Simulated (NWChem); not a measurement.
System: C$_{4}$H$_{3}$FS; SMILES c1(sccc1)F

Here is an NWChem input.

```
start job
memory heap 200 mb stack 900 mb global 1100 mb
geometry units angstroms noautoz
  F     -0.062200    -2.142494     0.000000
  C     -0.209473    -0.815854     0.000000
  C     -1.375744    -0.115769     0.000000
  C     -1.126441     1.295497     0.000000
  C      0.200762     1.614871     0.000000
  S      1.212634     0.193460     0.000000
  H     -2.353011    -0.582476     0.000000
  H     -1.915298     2.039614     0.000000
  H      0.658351     2.594506     0.000000
end
basis spherical
  F library 6-31g*
  C library 6-31g*
  S library 6-31g*
  H library 6-31g*
end
dft
  xc b3lyp
  iterations 150
  vectors input atomic output neutral.movecs
end
task dft energy
charge 1
dft
  odft
  mult 2
  vectors input atomic output cation.movecs
end
task dft energy
```

Geometry: optimised at B3LYP/6-31G* (spherical d).

Ions are spin-unrestricted doublets at the neutral geometry; other ion states weren't tried.

Q: What results follow from this input? (B3LYP/6-31G* (spherical d), vertical spin-unrestricted ions.) Quantities: vertical ionisation energy, ΔSCF (eV); −ε(HOMO) (eV).

A: 
- vertical ionisation energy, ΔSCF (eV) = 8.63
- −ε(HOMO) (eV) = 6.25
